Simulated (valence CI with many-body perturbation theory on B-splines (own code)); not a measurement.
Values are calculated unless marked as measured or tabulated.
**Ba¹⁵⁺ in three bases**

Level of theory: relativistic CI+MBPT: five valence electrons over a frozen Dirac-Fock core [Kr], radial functions for each j: 7 s, 7 p, 8 d, 6 f, 4 g, 1 h, with the one-electron correlation potential Σ1, the two-electron term Σ2, the three-electron term Σ3, Breit, model QED; selected CI, second order for the rest, scaled by the run's own slope (own B-spline code, finite nucleus).

No measured spectrum was set against this ion. As an estimate, terms of the open shell hold to 2 to 4 % of their energy, and close levels can change places. Among the levels kept, up to 610 cm⁻¹ of a level comes from second order outside the variational space, and about a tenth of that is noise between levels of different J, which matters for small intervals. Only levels of the ground parity were solved; by the run's estimate the other parity begins above the list, which can be wrong where configurations are misplaced.

The reference run has the lowest level 4d⁵ ⁶S_5/2 and an ionisation energy of 390.260 eV. Its largest variational space holds 20287 state functions.

Names give the largest LS component (configuration and term), which can be under half, so a name can repeat, a term be missing and a line seem to break the LS rules; names also repeat where a configuration has a term twice. Letters in brackets count levels of one name in rising energy.

Changed runs:
A. basis 6 s, 6 p, 5 d, 5 f, 1 g
B. basis 5 s, 5 p, 4 d, 4 f

Excitation energies of the reference run in cm⁻¹, and shifts in cm⁻¹:

```tsv
Level	Reference	A	B
4d⁵ ⁴G_5/2 [a]	34910	+483	+1610
4d⁵ ⁴G_7/2	46416	+397	+1573
4d⁵ ⁴D_3/2 [a]	48757	+414	+1579
4d⁵ ⁴G_11/2	48879	+376	+1483
4d⁵ ⁴G_5/2 [b]	50614	+371	+1454
4d⁵ ⁴G_9/2	51335	+356	+1496
4d⁵ ⁴P_1/2	56162	+403	+1519
4d⁵ ⁴D_7/2	62472	+357	+1770
4d⁵ ²D_5/2 [a]	66948	+505	+1903
4d⁵ ²I_11/2	71823	+496	+1826
4d⁵ ⁴D_1/2	72547	+347	+1648
4d⁵ ²F_7/2 [a]	74596	+574	+2294
Ionisation energy (eV)	390.260	-0.044	-0.061
```
